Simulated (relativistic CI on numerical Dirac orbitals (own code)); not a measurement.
# Level scheme of Al VI

Method of calculation: Dirac-Coulomb-Breit CI, KLI orbitals optimised for each configuration, QED by a radiative potential, valence Slater integrals scaled by 0.9, configuration energies shifted to the measured levels that pair with them (semi-empirical) (own radial code, finite nucleus).

CI space (outside the closed core 1s2): 2s2.2p4, 2s.2p5, 2p6, 2s2.2p3.3s, 2s2.2p3.3p, 2s2.2p3.3d, 2s2.2p3.4s, 2s2.2p3.4d, 2p5.3s, 2p5.3p, 2s.2p4.3s, 2p5.3d, 2s2.2p3.4p, 2s.2p4.3p, 2s2.2p3.4f, 2s.2p4.3d, 2s2.2p2.3s2, 2s2.2p2.3s.3p, 2s2.2p2.3p2, 2s2.2p2.3s.3d, 2s.2p4.4s, 2s.2p4.4p, 2s2.2p2.3p.3d, 2s.2p4.4d, 2s.2p4.4f, 2s.2p3.3s2, 2s2.2p2.3d2, 2s.2p3.3s.3p, 2s.2p3.3p2, 2s.2p3.3s.3d. Levels of other configurations are missing.

The lowest level is 2s2.2p4 3P_2, with 100 % of that term; Hund's rules for 2s2.2p4 give 3P with J = 2, in agreement.

```csv
No.,Configuration,Term,J,E (eV),%,Landé g,Lifetime (s)
1,2s2.2p4,3P,2,0.000,100,1.499,
2,2s2.2p4,3P,1,0.337,100,1.501,2.22e+00
3,2s2.2p4,3P,0,0.470,100,,1.49e+01
4,2s2.2p4,1D,2,4.914,100,1.000,1.63e-01
5,2s2.2p4,1S,0,9.972,97,,1.81e-02
6,2s.2p5,3P°,2,40.050,99,1.500,8.37e-11
7,2s.2p5,3P°,1,40.354,99,1.500,8.27e-11
8,2s.2p5,3P°,0,40.519,99,,8.22e-11
9,2s.2p5,1P°,1,55.593,99,0.999,2.24e-11
10,2p6,1S,0,93.686,96,,2.87e-11
11,2p3(4S°).3s,5S°,2,111.748,99,2.001,4.09e-08
12,2p3(4S°).3s,3S°,1,113.965,99,2.000,1.06e-11
13,2p3(2D°).3s,3D°,2,119.668,98,1.169,3.47e-11
14,2p3(2D°).3s,3D°,1,119.669,98,0.504,3.45e-11
15,2p3(2D°).3s,3D°,3,119.674,99,1.333,3.46e-11
16,2p3(4S°).3p,5P,1,120.523,99,2.501,1.82e-09
17,2p3(4S°).3p,5P,2,120.547,99,1.834,1.81e-09
18,2p3(4S°).3p,5P,3,120.590,99,1.667,1.78e-09
19,2p3(2D°).3s,1D°,2,120.766,98,1.004,1.31e-11
20,2p3(4S°).3p,3P,1,122.554,99,1.500,1.70e-09
21,2p3(4S°).3p,3P,2,122.565,99,1.501,1.69e-09
22,2p3(4S°).3p,3P,0,122.569,99,,1.70e-09
23,2p3(2P°).3s,3P°,0,123.184,97,,3.42e-11
24,2p3(2P°).3s,3P°,1,123.196,97,1.497,3.41e-11
25,2p3(2P°).3s,3P°,2,123.227,95,1.494,3.36e-11
26,2p3(2P°).3s,1P°,1,124.317,97,0.998,1.35e-11
27,2p3(2D°).3p,1P,1,127.510,84,0.928,1.01e-09
28,2p3(2D°).3p,3D,2,127.849,97,1.161,1.53e-09
29,2p3(2D°).3p,3D,1,127.866,84,0.575,1.37e-09
30,2p3(2D°).3p,3D,3,127.914,97,1.329,1.46e-09
31,2p3(2D°).3p,3F,2,128.468,98,0.675,1.68e-09
32,2p3(2D°).3p,3F,3,128.498,97,1.088,1.66e-09
33,2p3(2D°).3p,3F,4,128.533,100,1.250,1.68e-09
34,2p3(2D°).3p,1F,3,128.855,98,1.003,2.14e-09
35,2p3(2D°).3p,3P,1,130.895,65,1.666,2.30e-10
36,2p3(2D°).3p,3P,0,130.998,98,,2.22e-10
37,2p3(2D°).3p,3P,2,131.065,98,1.498,1.97e-10
38,2p3(2P°).3p,3S,1,131.351,64,1.832,2.44e-10
39,2p3(2P°).3p,3D,2,131.835,78,1.131,7.06e-10
40,2p3(2P°).3p,3D,1,131.880,96,0.509,7.56e-10
41,2p3(2P°).3p,3D,3,131.905,97,1.330,7.79e-10
42,2p3(2D°).3p,1D,2,132.110,77,1.044,5.79e-10
43,2p3(4S°).3d,5D°,4,132.459,99,1.500,6.27e-10
44,2p3(4S°).3d,5D°,3,132.459,99,1.500,6.20e-10
45,2p3(4S°).3d,5D°,2,132.461,99,1.500,6.04e-10
```

Energies count from the lowest computed level; ° marks odd parity; lifetimes are radiative, by E1, M1, E2 decay to levels of this space only. Percentages are summed over parent terms; the parents shown are those of the largest component, closed shells are left out there.

The mean weight of the leading LS term, summed over parents, in these 45 levels is 95 %, and that of the leading jj configuration (from the same eigenvectors) 60 %, so LS coupling describes them better.

Configurations whose levels could be paired with our table of measured levels were shifted onto them, all but the ground configuration, by the median error of their levels; single terms can still be off by 1,000 to 2,000 cm⁻¹ or more, and rates follow the energies as ν³ (E1, M1) or ν⁵ (E2). The others borrow a shift and can be off by several thousand cm⁻¹ or more. 44 of the 46 excited levels that our extract of the measured tables holds in this range could be paired (the sources list more); they are missed by 1808 cm⁻¹ on average and 7784 at most, after the shifts were fitted to these levels, and levels without a partner can miss by more.

Landé's interval rule says that E(J) − E(J−1) = AJ with one A. For the ground term the intervals give A = -1075.7, -1358.8 cm⁻¹ for J = 1, 2; the multiplet is inverted.
